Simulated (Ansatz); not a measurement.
Program: Ansatz. Geometries: PBE0-D4/def2-TZVP. ΔE: electronic, gas phase. CCSD(T)/CBS adds triple-zeta CCSD(T) − MP2 to the extrapolated MP2 energy (def2 sets, frozen cores). DFT in def2-TZVPP. One conformer a species, not always the lowest.

`F[SiH]([SiH3])O[SiH3]` → `F[SiH2]O[SiH2][SiH3]`  (isomerisation)

`F[SiH]([SiH3])O[SiH3]`:

Z-matrix (Å, degrees):
```
Si
Si 1 2.346
O 1 1.623 2 111.3
F 1 1.601 2 108.0 3 -119.2
H 1 1.482 2 114.4 3 122.2
H 2 1.488 1 109.4 3 -59.1
H 2 1.487 1 110.0 3 -178.8
H 2 1.487 1 110.3 3 60.7
Si 3 1.640 1 148.0 2 -40.3
H 9 1.487 3 109.7 1 29.9
H 9 1.483 3 109.7 1 -90.5
H 9 1.482 3 108.2 1 149.5
```

`F[SiH2]O[SiH2][SiH3]`:

Cartesian coordinates in Å:
```
F 2.045 -0.732 2.075
Si 0.471 -0.931 1.925
O -0.185 0.395 1.272
Si -0.401 1.287 -0.097
Si -0.272 -0.057 -2.016
H -0.090 -1.122 3.276
H 0.265 -2.097 1.036
H 0.635 2.352 -0.147
H -1.736 1.934 -0.005
H -1.333 -1.100 -2.002
H -0.454 0.799 -3.220
H 1.054 -0.727 -2.096
```

```json
{"level": "PBE-D4", "ΔE (kJ/mol)": "-4.4"}
{"level": "B2PLYP", "ΔE (kJ/mol)": "-5.0"}
{"level": "PBE0", "ΔE (kJ/mol)": "-5.4"}
{"level": "HF/def2-TZVPP", "ΔE (kJ/mol)": "-5.1"}
{"level": "MP2/def2-TZVPP", "ΔE (kJ/mol)": "-6.3"}
{"level": "HF/CBS(def2)", "ΔE (kJ/mol)": "-5.2"}
{"level": "MP2/CBS(def2)", "ΔE (kJ/mol)": "-6.1"}
{"level": "CCSD/CBS(def2)", "ΔE (kJ/mol)": "-5.7"}
```

(1) What does CCSD(T)/CBS give? (An estimate is asked.)

Largest T1 diagnostic among the species: 0.013.

## Answers

(1) Ansatz gave: -5.7 kJ/mol. The listed levels differ from it by 1.3, 0.7, 0.3, 0.6, -0.6, 0.5, -0.4, 0.0 kJ/mol.
